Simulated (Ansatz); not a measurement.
System: CSe2 (charge -1, doublet). 
Geometry from a B3LYP-D3(BJ)/def2-TZVP (Ansatz, a program for electronic structure) optimisation:
```xyz
3

Se    -1.6932     0.0624    -0.0242
C     -0.0008    -0.2217     0.4713
Se     1.6933    -0.0233    -0.0590
```
Charge -1, spin multiplicity 2.

Basis-set convergence of Hartree-Fock and MP2 correlation energies (hartree) with Ansatz. Cores are frozen in the correlated levels unless marked. Open shells are spin-unrestricted. Spin-orbit coupling is left out. Frozen are the shells of the preceding noble gas and the d and f shells that filled before the atom's block. Non-relativistic. This anion needs diffuse functions, which these sets lack.

```tsv
basis	functions	E(HF)	E(corr, MP2)
cc-pVDZ	68	-4837.48416	-0.33795
cc-pVTZ	116	-4837.65113	-0.43709
cc-pVQZ	191	[?]	[?]
```

Q: Some entries are withheld; supply them.

A: 
- cc-pVQZ, E(HF): -4837.66168
- cc-pVQZ, E(corr, MP2): -0.47590
